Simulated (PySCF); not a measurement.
Ge(OMe)4 (C4H12GeO4), SMILES C[O][Ge]([O]C)([O]C)[O]C. Heavy atoms are numbered as in [CH3:1][O:2][Ge:3]([O:4][CH3:5])([O:6][CH3:7])[O:8][CH3:9]. Hydrogens are named by the atom that carries them.

Geometry optimised at PBE-D3(BJ)/def2-SVP. The isomer is the one that the SMILES or the coordinates give; other isomers of the formula were not compared. Other conformers were not sampled.

The numbers are results of B3LYP/pcSseg-1 (PySCF), not measurements.

GIAO shieldings, no solvent; atoms alike by connectivity are averaged. δ = σ(ref) − σ: ¹³C against TMS (σ = 181.3 ppm); ¹⁷O against H2O (σ = 333.8 ppm); ⁷³Ge against GeH4 (σ = 1631.8 ppm); ¹H against TMS (σ = 31.68 ppm), references at their B3LYP-D3(BJ)/def2-TZVP geometries, non-relativistic.

```csv
atoms,nucleus,count,δ (ppm)
C1 (CH3),¹³C,4,60.3
O2,¹⁷O,4,(withheld)
Ge3,⁷³Ge,1,(withheld)
H on C1,¹H,12,4.27
```

Q: Complete the blanks. (An estimate is asked for; the answer gives what the named calculation found.)

A: 
- Ge3, δ (ppm): 279.7
- O2, δ (ppm): 39.3
